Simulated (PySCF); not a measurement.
A side-by-side comparison of computed properties.

First species: Thiourea, CH4N2S.
Geometry (PBE0-D3(BJ)/def2-TZVP, Å), atoms numbered from 1 in this order:
```
atom  x, y, z in Å
N1     0.9682   -0.4003   -0.5558
C2     0.0337    0.4415   -0.0519
N3    -0.9877   -0.1643    0.6003
S4     0.1317    2.0859   -0.2215
H5     1.7947    0.0394   -0.9203
H6     1.0720   -1.3268   -0.1757
H7    -1.2040   -1.1298    0.4144
H8    -1.7523    0.4339    0.8587
```

Second species: C₅H₁₁NO.
SMILES: `CC(=O)NC(C)C`

Levels: B97-2/pcSseg-2 for dipole moment, HOMO energy, LUMO energy and HOMO–LUMO gap; PBE0-D3(BJ)/def2-TZVP for rotational constant A and rotational constant C. Geometries: PBE0-D3(BJ)/def2-TZVP. All species are isolated and taken at one optimised geometry, non-relativistic unless stated. Electronic properties by PySCF.

The conformers computed, where there is a choice (atom-mapped SMILES and torsion angles):
- `[NH2:1][C:2]([NH2:3])=[S:4]`: H–N1–C2–N3 -171°, H–N1–C2–N3 -22°, H–N3–C2–N1 -22°, H–N3–C2–N1 -171°
- `[CH3:1][C:2](=[O:3])[NH:4][CH:5]([CH3:6])[CH3:7]`: C1–C2–N4–C5 180°, C2–N4–C5–C6 107°

Values for the first species:

```
Dipole moment         : 5.06 D
HOMO energy           : -5.84 eV
LUMO energy           : -0.28 eV
HOMO–LUMO gap         : 5.56 eV
Rotational constant A : 10.673 GHz
Rotational constant C : 3.494 GHz
```

(1) Estimate the same properties for the second species, and the change in each.

Results:

(1) 
```
             property       first     second  second less first
        dipole moment      5.06 D     3.71 D            -1.35 D
          HOMO energy    -5.84 eV   -6.90 eV           -1.06 eV
          LUMO energy    -0.28 eV    0.33 eV           +0.61 eV
        HOMO–LUMO gap     5.56 eV    7.23 eV           +1.67 eV
rotational constant A  10.673 GHz  4.688 GHz         -5.985 GHz
rotational constant C   3.494 GHz  1.437 GHz         -2.057 GHz
```

On the first: The dipole matches unit charges of opposite sign 1.05 Å apart (1 e·Å = 4.8032 D). Point group C2 permits a dipole; with 5.06 D the species has a pure rotational spectrum. The structure is a single PBE0-D3(BJ)/def2-TZVP conformer in the gas phase; no vibrational or solvent corrections.

On the second: In atomic units the dipole is 1.46 e·bohr (1 au = 2.5417 D). One conformer (not necessarily the lowest) at the PBE0-D3(BJ)/def2-TZVP geometry, without solvent, vibrations or thermal averaging.
